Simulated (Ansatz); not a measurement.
Level of theory: frozen-core CCSD(T)/cc-pVTZ // PBE-D3(BJ)/def2-TZVP (Ansatz, a program for electronic structure).

Ansatz 0.2 input:
```yaml
crystal:
  periodic: [false, false, false]
  atoms:
    - { symbol: S, position_ang: [-1.048345, 1.76746, -0.496826] }
    - { symbol: Si, position_ang: [0.011014, -0.00247, 0.080517] }
    - { symbol: S, position_ang: [-1.097569, -1.700435, -0.609364] }
    - { symbol: S, position_ang: [1.910993, 0.001044, -0.908625] }
    - { symbol: H, position_ang: [-0.266439, 2.585028, 0.252535] }
    - { symbol: H, position_ang: [0.186756, -0.051788, 1.562027] }
    - { symbol: H, position_ang: [-2.078091, -1.545313, 0.315796] }
    - { symbol: H, position_ang: [2.381683, -1.053528, -0.196058] }
basis:
  gaussian: { orbitals: cc-pVTZ }
correlation:
  method: ccsd_t
```

Output:

```
Functional definition: HF
1093 factors; integrals over basis functions are off by at most 1.3e-3 eV
mean field evaluation 1: about -40379.9366 eV, gradient 2.0e1 eV
mean field evaluation 2: about -40380.2670 eV, gradient 2.1e1 eV
mean field evaluation 4: about -40382.1355 eV, gradient 3.0e0 eV
mean field evaluation 8: about -40382.1926 eV, gradient 2.2e-1 eV
mean field evaluation 16: about -40382.1929 eV, gradient 1.5e-6 eV
mean field -40382.19293255 eV, -1484.0182182377 hartree, gradient 1.5e-6 eV, S^2 0.000000; 0 other end points of the search recorded, 0 dependent functions left out
20 core orbitals not correlated
reference -40382.19293255 eV, -1484.0182182377 hartree; 13, 13 occupied and 159, 159 virtual orbitals, 1093 factors
second order -17.77520672 eV of doubles, -0.00000000 eV of singles
cycle   1  -18.88232356 eV  change    -1.1e0 eV  update   9.6e-2
cycle   2  -19.37373770 eV  change   -4.9e-1 eV  update   2.8e-2
cycle   3  -19.44658146 eV  change   -7.3e-2 eV  update   1.2e-2
cycle   4  -19.44095118 eV  change    5.6e-3 eV  update   3.0e-3
cycle   5  -19.43955767 eV  change    1.4e-3 eV  update   1.1e-3
cycle   6  -19.43921812 eV  change    3.4e-4 eV  update   3.5e-4
cycle   7  -19.43914084 eV  change    7.7e-5 eV  update   1.3e-4
cycle   8  -19.43917527 eV  change   -3.4e-5 eV  update   4.1e-5
cycle   9  -19.43917904 eV  change   -3.8e-6 eV  update   1.4e-5
perturbative correction -0.90475163 eV, -0.0332490093 hartree
Total energy: -40402.53686323 eV, -1484.7658439005 hartree
```

Cost: very roughly 70 core-seconds.
